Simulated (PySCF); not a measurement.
Dipole moment and polarisability of `Fc1nc2ccccc2o1`

C7H4FNO.
Numbering: `[F:1][c:2]1[n:3][c:4]2[cH:5][cH:6][cH:7][cH:8][c:9]2[o:10]1` (hydrogens: H11 on C5; H12 on C6; H13 on C7; H14 on C8)

Structure used (GFN2-xTB), in Å, numbered top down from 1:
```
atom  x, y, z in Å
F1     3.861    0.209    0.013
C2     2.553    0.221    0.031
N3     1.819    1.222    0.326
C4     0.532    0.728    0.200
C5    -0.704    1.326    0.386
C6    -1.820    0.540    0.175
C7    -1.719   -0.796   -0.209
C8    -0.493   -1.410   -0.399
C9     0.621   -0.624   -0.188
O10    1.950   -0.934   -0.292
H11   -0.776    2.359    0.682
H12   -2.801    0.969    0.309
H13   -2.620   -1.369   -0.361
H14   -0.405   -2.442   -0.696
```

Level: CAM-B3LYP/def2-SVPD (PySCF), static field, nuclei fixed, core orbitals frozen in the response. The polarisability tensor in these axes (au):

```
x   117.38   2.04  -0.23
y     2.04  86.53  10.68
z    -0.23  10.68  52.16
```

Diagonalise the tensor; give its mean and Δα, where Δα² is half the sum of the squared differences of the eigenvalues.

Principal values 49.10, 89.45 and 117.52 au; mean 85.35 au = 12.65 Å³ = 14.07 × 10⁻⁴⁰ C²·m²/J; Δα = 59.57 au (70 % of the mean).

What is the dipole moment, and where does it point?

(-2.19, -1.25, -0.33) D, 2.54 D in size, pointing from the negative to the positive side. Measured along this direction, the outermost atoms are F1 at the negative end and H13 at the positive end.

Estimate the molar refractivity from the static electronic polarisability.

Lorentz–Lorenz: R = (4π/3)N_A α = 2.5225 cm³/(mol·Å³) × 12.65 Å³ = 31.9 cm³/mol, in the limit of long wavelengths.

Refractivity n − 1 of an ideal gas of it at 350 K and 1 atm, from the electronic α?

N = p/kT = 2.0968 × 10¹⁹ cm⁻³, so n − 1 = 2π × N × 12.65 × 10⁻²⁴ cm³ = 1666 × 10⁻⁶ at long wavelengths.

In a dilute gas of rigid molecules at 250 K, how does the orientational term μ²/3kT compare with the electronic polarisability?

In Gaussian units μ²/3kT = 62.32 Å³ against 12.65 Å³, a ratio of 4.93; the Debye molar polarisation (4π/3)N_A(α + μ²/3kT) is 189.1 cm³/mol, leaving out the vibrational part.

Geometry: GFN2-xTB; no solvent, vibrations or thermal averaging.

These values come from a run that also computed excited states. The run took 1.7 min on an Arm Neoverse N1 with one thread, on a shared host.
